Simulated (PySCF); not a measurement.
CHCl, charge +1, doublet, geometry from GFN2-xTB of the parent state (a state made from the parent by changing its charge; the spin is typed, not shown lowest); B3LYP/6-31G (PySCF).

Here is a job for PySCF.
```python
from pyscf import gto, scf, dft

mol = gto.Mole()
mol.atom = '''
    C    -1.025550    0.511417    0.049250
    Cl    0.466701   -0.163191   -0.013230
    H    -1.780622   -0.294258   -0.070584
'''
mol.basis = '6-31g'
mol.charge = 1
mol.spin = 1
mol.verbose = 5
mol.build()

mf = dft.UKS(mol)
mf.xc = 'b3lyp'
mf.kernel()
```

Task: Predict the main parts of the log of this PySCF run.

Result: 
```
PySCF version 2.14.0

[INPUT] verbose = 5
[INPUT] max_memory = 4000
[INPUT] num. atoms = 3
[INPUT] num. electrons = 23
[INPUT] charge = 1
[INPUT] spin (= nelec alpha-beta = 2S) = 1
[INPUT] symmetry False subgroup None
[INPUT] Mole.unit = angstrom
[INPUT] Symbol           X                Y                Z      unit          X                Y                Z       unit  Magmom
[...]
[INPUT] ---------------- BASIS SET ----------------
[INPUT] l, kappa, [nprim/nctr], expnt,             c_1 c_2 ...
[INPUT] Cl
[...]
                                3780.35           0.014034
                                860.474           0.069097
                                242.145           0.237452
                                77.3349           0.483034
                                26.247            0.339856
[...]
                                116.984           -0.030714
                                37.4153           -0.112528
                                13.7834           0.045016
                                5.45215           0.589353
                                2.22588           0.465206
[...]
                                1.14427           0.061589
                                0.420377          1.06018
[...]
                                116.984           0.030318
                                37.4153           0.12988
                                13.7834           0.327951
                                5.45215           0.453527
                                2.22588           0.252154
[...]
                                1.14427           0.323572
                                0.420377          0.743507
[...]
[INPUT] C
[...]
                                457.36951         0.0140373
                                103.94869         0.0688426
                                29.210155         0.2321844
                                9.286663          0.4679413
                                3.163927          0.362312
[...]
                                1.8812885         -0.1608542
                                0.5442493         1.1434564
[...]
                                1.8812885         0.316424
                                0.5442493         0.7443083
[...]
[INPUT] H
[...]
                                2.8253937         0.23472695
                                0.6401217         0.81375733
[...]
nuclear repulsion = 39.7890119259498
number of shells = 14
number of NR pGTOs = 72
number of NR cGTOs = 24
[...]
    0.27705326    0.33488725    0.59373797    0.62410492]
multiplicity <S^2> = 0.75625983  2S+1 = 2.0062501
nelec by numeric integration = [12.00000049 11.0000004 ]
E1 = -757.1004950513892  E2 = 218.94511368675094  Ecoul = 252.564907653244  Exc = -33.61979396649306
cycle= 10 E= -498.366369438688  delta_E= -1.37e-09  |g|= 5.44e-06  |ddm|= 0.000106
  alpha mo_energy =
[-101.91502591  -10.67656749   -9.84897716   -7.61091651   -7.60332479
   -7.60062766   -1.27418275   -0.96757999   -0.79981054   -0.71621205
   -0.70887862   -0.60533904   -0.45620475   -0.23440184   -0.15670014
    0.1052635     0.15934264    0.16086999    0.17356987    0.23848612
    0.26193694    0.31189275    0.57277522    0.60921762]
  beta  mo_energy =
[-101.91367135  -10.66083704   -9.84771488   -7.6092491    -7.60364122
   -7.59627484   -1.26228799   -0.94284382   -0.776388     -0.70427009
   -0.67213433   -0.45719231   -0.42895948   -0.21688067   -0.13808984
    0.11152717    0.16125088    0.17207073    0.17647293    0.27468109
    0.27705463    0.33488813    0.59374068    0.6241059 ]
multiplicity <S^2> = 0.75626131  2S+1 = 2.0062515
nelec by numeric integration = [12.00000049 11.0000004 ]
E1 = -757.1005164561725  E2 = 218.9451350915011  Ecoul = 252.5649296455834  Exc = -33.61979455408229
cycle= 11 E= -498.366369438722  delta_E= -3.31e-11  |g|= 8.66e-07  |ddm|= 1.3e-05
  alpha mo_energy =
[-101.91502545  -10.67656822   -9.84897672   -7.61091609   -7.60332438
   -7.60062716   -1.2741826    -0.96758009   -0.7998106    -0.71621211
   -0.70887849   -0.60533909   -0.45620502   -0.2344019    -0.15670037
    0.1052636     0.15934273    0.16087014    0.17357005    0.23848579
    0.26193672    0.31189254    0.57277488    0.60921746]
  beta  mo_energy =
[-101.91367093  -10.66083778   -9.84771448   -7.60924871   -7.60364085
   -7.59627443   -1.26228795   -0.94284392   -0.77638803   -0.70427002
   -0.6721343    -0.45719244   -0.42895972   -0.21688075   -0.13808992
    0.11152726    0.16125093    0.17207084    0.17647305    0.27468088
    0.27705436    0.33488794    0.59374072    0.62410576]
multiplicity <S^2> = 0.75626142  2S+1 = 2.0062517
nelec by numeric integration = [12.00000049 11.0000004 ]
E1 = -757.1005068158279  E2 = 218.945125451156  Ecoul = 252.56491965848187  Exc = -33.61979420732587
Extra cycle  E= -498.366369438722  delta_E= -5.68e-13  |g|= 1.43e-06  |ddm|= 2.76e-06
converged SCF energy = -498.366369438722  <S^2> = 0.75626142  2S+1 = 2.0062517
```
